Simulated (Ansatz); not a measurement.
Geometry optimisation, Ansatz 0.2.0, RKS r2SCAN-D4/def2-SVP.

input.yaml

```yaml
crystal:
  periodic: [false, false, false]
  atoms:
    - { symbol: O, position_ang: [-1.1464, 0.3635, -0.681] }
    - { symbol: C, position_ang: [-0.1419, 0.3883, 0.2158] }
    - { symbol: Zn, position_ang: [1.5513, -0.3929, -0.1684] }
    - { symbol: H, position_ang: [-1.3062, -0.5359, -0.8824] }
    - { symbol: H, position_ang: [-0.5192, 0.6023, 1.2176] }
    - { symbol: H, position_ang: [0.6079, 1.1768, -0.0702] }
    - { symbol: H, position_ang: [1.0158, -1.6701, 0.3229] }
basis:
  gaussian: { orbitals: def2-SVP }
hamiltonian:
  xc: r2scan
  dispersion: d4
relax:
  f_tol: 0.015
  max_steps: 40
```

Command:

```bash
$ ansatz run input.yaml --threads 2 --pin off --max-ram 3072MiB --backend cpu --events-out ev --progress --plain --runs-dir out
```

Q: Where does it end, and by what steps?

A: It converged. After 11 steps the energy has fallen by 3.725 eV; H7 moved furthest, 1.18 Å. Parted: Zn3–H6.

| step | energy less start (eV) | largest force component (eV/Å) | accepted |
| --- | --- | --- | --- |
| 0 | 0.0000 | 1.770 | yes |
| 1 | -0.7721 | 1.784 | yes |
| 2 | -1.7246 | 1.938 | yes |
| 3 | -2.7137 | 1.381 | yes |
| 4 | -3.1910 | 1.285 | yes |
| 5 | -3.5310 | 0.679 | yes |
| 6 | -3.6445 | 0.360 | yes |
| 7 | -3.6981 | 0.598 | yes |
| 8 | -3.7167 | 0.500 | yes |
| 9 | -3.7225 | 0.279 | yes |
| 10 | -3.7234 | 0.201 | yes |
| 11 | -3.7253 | 0.014 | yes |

```xyz
7
Properties=species:S:1:pos:R:3
O -1.102 0.491 -0.920
C -0.131 0.555 0.132
Zn 1.107 -0.973 0.197
H -1.743 -0.188 -0.677
H -0.612 0.769 1.111
H 0.475 1.456 -0.080
H 2.068 -2.180 0.191
```

Time of the run: 17 s on 2 threads of Intel(R) Xeon(R) Platinum 8488C (Sapphire Rapids), on a shared host, peak memory 0.19 GiB.
